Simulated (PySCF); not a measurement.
Telling isomers of C$_{6}$H$_{6}$F$_{4}$ apart by NMR

Level of theory: σ from GIAO-PBE0/pcSseg-1, structure optimised with GFN2-xTB, in PySCF 2.14 (one averaged value for each set of equivalent atoms, no solvent, a single conformation, relativity neglected).

References, each an isolated molecule treated in the same way: TMS for 1H (σref 31.72) and 13C (σref 186.93). Splittings of carbon signals by F and P are missing where no couplings were computed. Where no couplings were computed, multiplicities follow the n + 1 count of equivalent neighbours, and m marks all less simple cases (inequivalent or close neighbours, rings, F or P nearby). Shifts are as computed. Against solution values, carbons near 30 ppm lie about +3 ppm off and those near 130 ppm about +5 ppm (rms about the fit 2.1 ppm; single classes can miss by 10 ppm). Of 1328 compounds with measured shifts, 309 miss one by over three times the rms of a fit or turn the order of signals round; such compounds aren't used in these exercises. Signals without a measured value on file couldn't be tested in this way; 1H shifts scatter by 0.2 ppm about their fit, and single ones miss by 0.5 ppm.

(1) Tabulate the signals of `C=C(/C=C/F)CC(F)(F)F`, `CC#C[C@](C)(F)C(F)(F)F` and their relative energies.

(2) What is the quickest way to tell C=C(/C=C/F)CC(F)(F)F from CC#C[C@](C)(F)C(F)(F)F?

Answers

(1) 
```json
{"SMILES": "C=C(/C=C/F)CC(F)(F)F", "carbon types": "2×C 2×CH 2×CH2", "δC": "163.6, 139.6, 134.5, 130.1, 121.9, 41.7", "δH": "7.28 (m, 1H), 6.45 (m, 1H), 5.65 (br s, 1H), 5.47 (br s, 1H), 2.83 (m, 2H)", "E rel. (kcal/mol)": "0.0"}
{"SMILES": "CC#C[C@](C)(F)C(F)(F)F", "carbon types": "4×C 2×CH3", "δC": "132.8, 96.6, 89.8, 79.4, 25.0, 4.5", "δH": "2.14 (s, 3H), 1.79 (m, 3H)", "E rel. (kcal/mol)": "14.0"}
```

Energies are electronic energies at PBE0/pcSseg-1 on these geometries, without zero-point or thermal terms, each for the one conformer computed, which needn't be the lowest.

(2) Both give the same number of carbon signals, but DEPT or the intensities differ. The first has an alkene CH at 163.6 ppm, the second a methyl carbon (CH3) at 25.0 ppm. Their most deshielded carbons lie at 163.6 and 132.8 ppm. In the proton spectra the most deshielded non-exchanging signals are 7.28 (m, 1H) and 2.14 (s, 3H).
